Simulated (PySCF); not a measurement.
Cartesian coordinates in Å; atom numbers follow the order of the lines, from 1:
```xyz
17

C    -2.425   -0.387   -0.286
C    -0.938   -0.214   -0.290
O    -0.258   -0.362   -1.315
C    -0.246    0.137    0.932
F    -1.106    0.276    2.014
Si    0.796    1.725    0.357
Si    2.167    0.083   -0.580
F     3.743    0.352   -0.198
Si    1.145   -1.274    1.021
H    -2.892    0.538    0.050
H    -2.693   -1.165    0.427
H    -2.783   -0.648   -1.278
H    -0.071    2.613   -0.424
H     1.126    2.442    1.594
H     2.331   -0.210   -1.992
H     0.534   -2.574    0.726
H     1.564   -1.319    2.428
```

Theoretical values (PySCF): NMR shieldings at PBE0/pcSseg-1/GIAO, structure optimised with GFN2-xTB. Gas phase, one conformer, non-relativistic Hamiltonian, one averaged value for each set of equivalent atoms.

Scale: $^{13}$C, $^{1}$H, $^{29}$Si vs TMS; $^{17}$O vs H2O; $^{19}$F vs CFCl3 (reference shieldings calculated alike).

```json
{"atoms": "C1", "nucleus": "$^{13}$C", "count": "1", "δ (ppm)": "?"}
{"atoms": "O3", "nucleus": "$^{17}$O", "count": "1", "δ (ppm)": "?"}
{"atoms": "F8", "nucleus": "$^{19}$F", "count": "1", "δ (ppm)": "-168.3"}
{"atoms": "H10/H11/H12", "nucleus": "$^{1}$H", "count": "3", "δ (ppm)": "2.47"}
{"atoms": "H13/H16", "nucleus": "$^{1}$H", "count": "2", "δ (ppm)": "?"}
{"atoms": "Si7", "nucleus": "$^{29}$Si", "count": "1", "δ (ppm)": "-20.8"}
{"atoms": "C2", "nucleus": "$^{13}$C", "count": "1", "δ (ppm)": "230.9"}
{"atoms": "Si6/Si9", "nucleus": "$^{29}$Si", "count": "2", "δ (ppm)": "-27.3"}
{"atoms": "H14/H17", "nucleus": "$^{1}$H", "count": "2", "δ (ppm)": "?"}
{"atoms": "H15", "nucleus": "$^{1}$H", "count": "1", "δ (ppm)": "5.78"}
{"atoms": "C4", "nucleus": "$^{13}$C", "count": "1", "δ (ppm)": "105.6"}
{"atoms": "F5", "nucleus": "$^{19}$F", "count": "1", "δ (ppm)": "-219.1"}
```

Complete the table.

## Answers


- C1: 26.8 ppm, methyl carbon α to a carbonyl; α to the electron-withdrawing carbonyl group
- H14/H17: 5.09 ppm, hydrogen on a silicon bonded to C, Si, in a 4-membered ring
- H13/H16: 4.43 ppm, hydrogen on a silicon bonded to C, Si, in a 4-membered ring
- O3: 522.1 ppm, ketone oxygen

Shifts are as computed. Against solution values, carbons near 30 ppm lie about +3 ppm off and those near 130 ppm about +5 ppm. Of 1309 compounds with measured shifts, 239 miss one by over three times the rms of a fit or turn the order of signals round; such compounds aren't used in these exercises. Unscaled 19F shifts against computed CFCl3 carry errors that often reach 10 to 50 ppm. Unscaled 17O shifts of doubly bonded oxygen tend to come out too high, by tens of ppm or more. Experimental scales use liquid or dissolved standards, which lie at an offset from isolated H2O (liquid H2O: subtract about 36 ppm).
